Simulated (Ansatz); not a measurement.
GaH7N2Sn (`[NH2][GaH][NH][SnH3]`). The species carries charge 0 and has multiplicity 1. Correlated methods include outer-core shells of Ga, Sn, which these sets cover unevenly. Scalar relativity is left out up to krypton. Sn: def2 effective core potential.

```xyz
11

N     0.254   -0.216    2.125
Ga   -0.315   -1.349    0.825
N    -0.353   -0.682   -0.876
Sn    0.137    1.154   -1.548
H     0.323   -0.478    3.092
H     0.554    0.730    1.966
H    -0.748   -2.806    1.153
H    -0.675   -1.318   -1.591
H     0.677    2.023   -0.182
H    -1.233    1.910   -2.243
H     1.379    1.032   -2.719
```

Give the diagnostics of a CCSD(T)/def2-TZVPP run (frozen core, Ansatz 0.2.0). (Best estimate.)

Ansatz gave: T1 = 0.0138, largest single amplitude 0.037, largest double 0.021, (T) share of the correlation energy 3.5 %, 9 CCSD cycles. The RHF solution is stable towards an unrestricted one. T1 lies under the customary mark of 0.02 for closed shells.
